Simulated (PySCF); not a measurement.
This PySCF input asks for the NMR shieldings of SMILES O=C(C1CCCC1)C(F)(F)F, C7H9F3O; the geometry comes from GFN2-xTB.

```python
import basis_set_exchange as bse
import numpy as np
from pyscf import gto, dft
from pyscf.prop import nmr

atoms = """
O     1.397221   -1.697698   -0.918854
C     1.301952   -0.895990   -0.036852
C     0.057293   -0.228255    0.457897
C    -1.215127   -0.985654    0.038444
C    -1.806169   -0.173300   -1.112179
C    -1.470306    1.263255   -0.729082
C    -0.031739    1.168687   -0.224840
C     2.584123   -0.426874    0.723047
F     2.541477   -0.843293    2.000979
F     3.703162   -0.902592    0.183773
F     2.696424    0.910777    0.761860
H     0.122934   -0.116210    1.542356
H    -0.986509   -2.008233   -0.257258
H    -1.911912   -1.014790    0.875534
H    -2.875272   -0.339346   -1.228067
H    -1.309980   -0.435138   -2.046862
H    -1.561377    1.955939   -1.563203
H    -2.127975    1.597276    0.074286
H     0.655582    1.215593   -1.071346
H     0.231049    1.966526    0.466125
"""
names = dict.fromkeys(["O", "C", "F", "H"], "pcSseg-1")
basis = {el: gto.basis.parse(bse.get_basis(n, elements=[el], fmt="nwchem")) for el, n in names.items()}
mol = gto.M(atom=atoms, basis=basis, charge=0, verbose=0)
mf = dft.RKS(mol, xc="PBE0")
mf.grids.level = 2
mf.grids.alignment = dft.numint.BLKSIZE   # the property module wants whole blocks of grid points
mf.conv_tol = 1e-9
mf.kernel()

calc = nmr.RKS(mf)   # GIAO
C = mf.mo_coeff
Co = C[:, mf.mo_occ > 0]
resp = mf.gen_response(singlet=True, hermi=2)
def vind(x):   # induced exchange potential for any number of trial vectors
    d = np.einsum("pi,xij,qj->xpq", C, 2 * x.reshape(-1, C.shape[1], Co.shape[1]), Co, optimize=True)
    return np.einsum("xpq,pi,qj->xij", resp(d - d.transpose(0, 2, 1)), C, Co, optimize=True).ravel()
mo1, _ = nmr.rhf.solve_mo1(calc, with_cphf=vind)
sigma = calc.kernel(mo1)
for i, s in enumerate(sigma):   # ppm
    w = np.linalg.eigvalsh((s + s.T) / 2)
    print("%2d %-2s iso %8.1f  s11 %8.1f  s22 %8.1f  s33 %8.1f" % (i, mol.atom_pure_symbol(i), w.mean(), *w))
```

Q: What are the results?

A: 
```
 0 O  iso   -282.5  s11   -821.4  s22   -410.3  s33    384.4
 1 C  iso    -14.8  s11   -126.8  s22     -0.5  s33     83.0
 2 C  iso    140.1  s11    105.9  s22    150.0  s33    164.3
 3 C  iso    156.7  s11    129.3  s22    167.4  s33    173.3
 4 C  iso    155.9  s11    131.4  s22    165.6  s33    170.8
 5 C  iso    154.1  s11    126.7  s22    164.6  s33    170.9
 6 C  iso    150.6  s11    119.0  s22    161.8  s33    171.1
 7 C  iso     60.8  s11     47.9  s22     52.9  s33     81.7
 8 F  iso    259.4  s11    172.8  s22    256.5  s33    348.8
 9 F  iso    275.1  s11    194.6  s22    285.8  s33    344.9
10 F  iso    256.2  s11    182.5  s22    248.1  s33    338.0
11 H  iso     28.4  s11     23.4  s22     27.8  s33     34.0
12 H  iso     29.3  s11     25.0  s22     27.4  s33     35.4
13 H  iso     30.1  s11     24.6  s22     28.2  s33     37.6
14 H  iso     29.9  s11     25.0  s22     26.9  s33     37.8
15 H  iso     30.1  s11     25.8  s22     28.1  s33     36.6
16 H  iso     29.7  s11     24.8  s22     27.0  s33     37.4
17 H  iso     30.2  s11     25.3  s22     28.0  s33     37.3
18 H  iso     30.4  s11     25.0  s22     30.8  s33     35.3
19 H  iso     29.3  s11     23.7  s22     28.9  s33     35.1
```

These numbers come from an equivalent density-fitted implementation of the same equations, which agrees with the script to about 0.01 ppm for H and up to a few tenths of a ppm for heavy atoms, so last digits may differ.

Q: Turn these shieldings into chemical shifts. Chemical shifts δ = σref − σ; H2O for ¹⁷O (σref 336.08); TMS for ¹³C (σref 186.93) and ¹H (σref 31.72); CFCl3 for ¹⁹F (σref 170.95), all at this level.

A: Averaging equivalent atoms: O 0: 618.5; C 1: 201.7; C 7: 126.1; C 2: 46.9; C 3/6: 33.3; C 4/5: 31.9; F 8/9/10: -92.6; H 11: 3.35; H 13/19: 2.02; H 12/18: 1.90; H 15/16: 1.77; H 14/17: 1.67 ppm. Unscaled 19F shifts against computed CFCl3 carry errors that often reach 10 to 50 ppm. Unscaled 17O shifts of doubly bonded oxygen tend to come out too high, by tens of ppm or more. Experimental scales use liquid or dissolved standards, which lie at an offset from isolated H2O (liquid H2O: subtract about 36 ppm).

Size and cost of the density-fitted run: 232 basis functions, 37 s wall time on 1 thread of an x86-64 server CPU, shared host.
